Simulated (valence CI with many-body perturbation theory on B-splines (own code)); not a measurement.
**Sensitivity of CI+MBPT for Cs V**

Calculated by relativistic CI+MBPT: five valence electrons over a frozen Dirac-Fock core [Kr] 4d10, radial functions for each j: 6 s, 6 p, 5 d, 3 f, 1 g, with the one-electron correlation potential Σ1 (screened to all orders), the two-electron term Σ2, the three-electron term Σ3, Breit, model QED; selected single and double excitations, second order for the rest (own B-spline code, finite nucleus).

Set against measurement, 17 paired levels are off by 173 cm⁻¹ on average, the worst by 373. These come from a selection out of Sansonetti, J. Phys. Chem. Ref. Data 38, 761 (2009). Levels without a partner in it may be off by more, other configurations by several thousand cm⁻¹. Among the levels kept, up to 970 cm⁻¹ of a level comes from second order outside the variational space, and about a tenth of that is noise between levels of different J, which matters for small intervals. 3 measured levels below the end of the list, from 158249 cm⁻¹ on, found no clear computed partner, and computed levels of the same name lie up to 209 cm⁻¹ from them.

The reference run has the lowest level 5s2.5p3 4S°_3/2 and an ionisation energy of 56.6103 eV. Its largest variational space holds 10000 state functions.

Names give the largest LS component (configuration and term), which can be under half, so a name can repeat, a term be missing and a line seem to break the LS rules; names also repeat where a configuration has a term twice.

Changed runs:
A. selection threshold (hartree) 2e-08 → 2e-07
B. highest l in the core sums 6 → 5
C. scale of Σ1 1 → 0; scale of Σ2 1 → 0; three-electron term on → off
D. correlating orbitals by l 3 3 3 2 1 → 0 0 0 0 0 (bad on purpose)

Excitation energies of the reference run in cm⁻¹, and shifts in cm⁻¹:

| Level | Reference | A | B | C | D |
| --- | --- | --- | --- | --- | --- |
| 5s2.5p3 2D°_3/2 | 15262 | 0 | -4.3 | -19 | +740 |
| 5s2.5p3 2D°_5/2 | 20582 | 0 | -4.3 | -271 | +828 |
| 5s2.5p3 2P°_1/2 | 32276 | -0.5 | -5.1 | +6.9 | +1337 |
| 5s2.5p3 2P°_3/2 | 42505 | 0 | +0.4 | -955 | +1125 |
| 5s.5p4 4P_5/2 | 113561 | 0 | +92 | -4777 | -278 |
| 5s.5p4 4P_3/2 | 122820 | 0 | +93 | -5369 | -296 |
| 5s.5p4 4P_1/2 | 125508 | 0 | +93 | -5336 | -191 |
| 5s.5p4 2D_3/2 | 139904 | 0 | +74 | -3991 | +773 |
| 5s.5p4 2D_5/2 | 144258 | 0 | +80 | -4429 | +777 |
| 5s2.5p2.5d 2P_3/2 | 155061 | 0 | +34 | -3789 | +1018 |
| 5s2.5p2.5d 4F_3/2 | 157995 | 0 | +21 | -3938 | +953 |
| 5s.5p4 2P_1/2 | 158458 | 0 | +54 | -2942 | +1321 |
| Ionisation energy (eV) | 56.6103 | +0.0001 | +0.0137 | -0.5542 | -0.0134 |
